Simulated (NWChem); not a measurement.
Species: CH5ClOSi; SMILES OC[SiH2]Cl

```xyz
9

O      0.9403    -1.9735     0.2679
C     -0.1814    -1.4996    -0.4797
Si    -0.8566     0.1629     0.1502
Cl     0.4998     1.7038    -0.1840
H      0.6423    -2.1628     1.1711
H     -1.0001    -2.2409    -0.5102
H      0.1686    -1.3885    -1.5116
H     -2.1266     0.5188    -0.5359
H     -1.0789     0.0747     1.6172
```
Atoms are numbered in this order, from 1.

Computed with NWChem. Pople sets run with spherical d functions. Geometry: optimised at B3LYP/6-31G* (spherical d). Atomic charges in e: unrestrained fits to the electrostatic potential beside Mulliken populations; buried atoms are poorly determined by the fit.

**Question.** Predict the results for Hartree-Fock/6-31G*. Quantities: ESP O1; Mulliken O1; ESP C2; Mulliken C2; ESP Si3; Mulliken Si3; ESP Cl4; Mulliken Cl4; relative RMS misfit of the potential (%).

**Answer.** 
```json
{
 "ESP O1": "-0.67",
 "Mulliken O1": "-0.76",
 "ESP C2": "0.26",
 "Mulliken C2": "-0.26",
 "ESP Si3": "0.56",
 "Mulliken Si3": "0.84",
 "ESP Cl4": "-0.29",
 "Mulliken Cl4": "-0.37",
 "relative RMS misfit of the potential (%)": "22"
}
```
